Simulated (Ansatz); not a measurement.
Steps of a relaxation of CH3GaO3 (`O=[CH][Ga]([OH])[OH]`) with RKS PBE0-D4/def2-TZVP.

```sh
$ ansatz run in.yaml --threads 2 --pin off --events-out ev --progress --plain --max-ram 22528MiB --backend cuda --devices 0, --max-vram 18GiB
```

```yaml
crystal:
  periodic: [false, false, false]
  atoms:
    - {symbol: O, position_ang: [-0.346170, 0.468080, 2.479360]}
    - {symbol: C, position_ang: [-0.076880, 0.929710, 1.421050]}
    - {symbol: Ga, position_ang: [0.014020, -0.225060, -0.317880]}
    - {symbol: O, position_ang: [0.437770, 0.799690, -1.659980]}
    - {symbol: O, position_ang: [-0.252060, -1.928580, -0.600270]}
    - {symbol: H, position_ang: [0.148420, 2.000920, 1.267800]}
    - {symbol: H, position_ang: [0.560370, 0.592500, -2.583920]}
    - {symbol: H, position_ang: [-0.485470, -2.637250, -0.006150]}
basis:
  gaussian: {orbitals: def2-TZVP}
hamiltonian: {xc: pbe0, dispersion: d4}
relax: {f_tol: 0.005, max_steps: 150}
```

Positions (Å) and forces (eV/Å) along the path, 12 of 12 steps:

```xyz
8
step=1 energy=-59594.1292 eV
O    -0.346    0.468    2.479   -0.198   -0.131    0.983
C    -0.077    0.930    1.421    0.168   -0.613   -1.571
Ga    0.014   -0.225   -0.318   -0.172    0.317    1.304
O     0.438    0.800   -1.660    0.270    0.878   -0.617
O    -0.252   -1.929   -0.600   -0.007   -0.669   -0.666
H     0.148    2.001    1.268    0.023    0.316    0.186
H     0.560    0.593   -2.584   -0.074   -0.364    0.038
H    -0.485   -2.637   -0.006   -0.011    0.266    0.343
8
step=2 energy=-59594.2128 eV
O    -0.355    0.429    2.481   -0.032   -0.036    0.279
C    -0.076    0.897    1.417    0.018   -0.189   -0.691
Ga    0.023   -0.190   -0.318   -0.083    0.073    0.679
O     0.448    0.813   -1.696    0.172    0.609   -0.343
O    -0.248   -1.901   -0.600   -0.005   -0.524   -0.545
H     0.135    1.982    1.292    0.013    0.108    0.188
H     0.555    0.546   -2.609   -0.088   -0.320    0.159
H    -0.483   -2.577    0.033    0.005    0.278    0.273
8
step=3 energy=-59594.1852 eV rejected
O    -0.351    0.301    2.437   -0.268    0.435   -1.217
C    -0.181    0.875    1.376    1.232    0.482    1.875
Ga   -0.011   -0.104   -0.339   -0.231   -0.220   -0.738
O     0.444    0.848   -1.781    0.112   -0.428   -0.775
O    -0.214   -1.850   -0.621   -0.129   -0.438    0.464
H     0.202    1.960    1.436   -0.717   -0.751   -0.282
H     0.557    0.387   -2.642   -0.171    0.361    1.147
H    -0.446   -2.418    0.134    0.172    0.559   -0.475
8
step=4 energy=-59594.2901 eV
O    -0.373    0.377    2.450    0.144    0.070   -0.299
C    -0.068    0.878    1.397   -0.243    0.269    0.436
Ga    0.020   -0.160   -0.322    0.092   -0.129   -0.100
O     0.454    0.839   -1.724    0.049    0.189   -0.150
O    -0.236   -1.889   -0.626   -0.035   -0.221   -0.130
H     0.136    1.984    1.352    0.021   -0.316   -0.015
H     0.539    0.468   -2.606   -0.075   -0.157    0.228
H    -0.472   -2.496    0.080    0.047    0.296    0.030
8
step=5 energy=-59594.3146 eV
O    -0.372    0.330    2.445    0.026    0.197   -0.588
C    -0.108    0.866    1.395    0.227    0.246    0.783
Ga    0.022   -0.133   -0.342   -0.044   -0.036   -0.236
O     0.455    0.856   -1.758    0.029   -0.119   -0.247
O    -0.222   -1.869   -0.646   -0.073   -0.199    0.212
H     0.154    1.966    1.391   -0.202   -0.404   -0.055
H     0.531    0.395   -2.603   -0.047    0.076    0.344
H    -0.460   -2.409    0.118    0.083    0.238   -0.212
8
step=6 energy=-59594.3312 eV
O    -0.373    0.248    2.392   -0.046    0.002    0.060
C    -0.095    0.845    1.387    0.145    0.292    0.084
Ga    0.038   -0.109   -0.375    0.005    0.065   -0.112
O     0.470    0.868   -1.799    0.003   -0.099   -0.110
O    -0.236   -1.849   -0.600   -0.025   -0.168   -0.008
H     0.124    1.946    1.427   -0.094   -0.225    0.039
H     0.533    0.387   -2.630   -0.018    0.020    0.121
H    -0.461   -2.336    0.198    0.031    0.112   -0.075
8
step=7 energy=-59594.3396 eV
O    -0.383    0.224    2.391   -0.003   -0.034   -0.020
C    -0.089    0.844    1.405   -0.004    0.014    0.044
Ga    0.053   -0.083   -0.384    0.020    0.036   -0.069
O     0.479    0.851   -1.838   -0.007   -0.026   -0.015
O    -0.229   -1.828   -0.612   -0.002    0.020    0.028
H     0.107    1.938    1.481    0.007    0.026   -0.013
H     0.517    0.334   -2.648   -0.006    0.001    0.056
H    -0.455   -2.279    0.205   -0.005   -0.036   -0.010
8
step=8 energy=-59594.3408 eV
O    -0.378    0.205    2.384    0.013    0.025   -0.047
C    -0.089    0.846    1.409   -0.010   -0.025    0.022
Ga    0.056   -0.067   -0.390   -0.004    0.004    0.025
O     0.479    0.851   -1.854   -0.002   -0.017    0.007
O    -0.229   -1.813   -0.606    0.000    0.006    0.002
H     0.099    1.940    1.499   -0.002   -0.003    0.011
H     0.519    0.310   -2.647    0.001    0.000   -0.011
H    -0.456   -2.272    0.206    0.004    0.009   -0.009
8
step=9 energy=-59594.3410 eV
O    -0.379    0.198    2.379    0.000   -0.002   -0.002
C    -0.089    0.846    1.410    0.001   -0.002   -0.003
Ga    0.057   -0.062   -0.391    0.000    0.003    0.005
O     0.481    0.847   -1.859   -0.001   -0.004   -0.001
O    -0.229   -1.808   -0.605   -0.001   -0.002    0.004
H     0.097    1.940    1.509    0.000    0.002    0.002
H     0.517    0.303   -2.650    0.001    0.000   -0.002
H    -0.454   -2.266    0.208    0.001    0.003   -0.005
8
step=10 energy=-59594.3410 eV
O    -0.379    0.193    2.376   -0.003   -0.004    0.006
C    -0.089    0.846    1.410    0.004   -0.003   -0.010
Ga    0.058   -0.058   -0.392   -0.001    0.002    0.003
O     0.481    0.846   -1.864   -0.001    0.002    0.005
O    -0.229   -1.804   -0.603    0.001    0.001   -0.004
H     0.095    1.939    1.514    0.000    0.007    0.001
H     0.517    0.300   -2.652    0.001   -0.003   -0.005
H    -0.454   -2.260    0.211   -0.001   -0.002    0.004
8
step=11 energy=-59594.3409 eV rejected
O    -0.379    0.193    2.375    0.010    0.017   -0.034
C    -0.089    0.847    1.409   -0.018   -0.032    0.048
Ga    0.057   -0.059   -0.393    0.003    0.011    0.017
O     0.480    0.846   -1.863    0.004   -0.004   -0.027
O    -0.228   -1.805   -0.604   -0.006   -0.007    0.015
H     0.095    1.940    1.517    0.004    0.000   -0.019
H     0.518    0.299   -2.652   -0.001    0.009    0.011
H    -0.455   -2.261    0.211    0.004    0.006   -0.012
8
step=12 energy=-59594.3410 eV
O    -0.379    0.192    2.376    0.000    0.000   -0.001
C    -0.089    0.846    1.410    0.000    0.002    0.002
Ga    0.058   -0.058   -0.393    0.000   -0.001    0.000
O     0.481    0.846   -1.864    0.000    0.000    0.000
O    -0.229   -1.804   -0.603    0.000    0.000    0.000
H     0.095    1.939    1.515    0.000   -0.002   -0.001
H     0.517    0.299   -2.653    0.000    0.000    0.000
H    -0.455   -2.260    0.211    0.000    0.000    0.000
```

Run time 17 s (2 threads of an AMD EPYC 7R13 on a shared host and a share of an NVIDIA H100 80 GB); peak host memory 0.89 GiB.
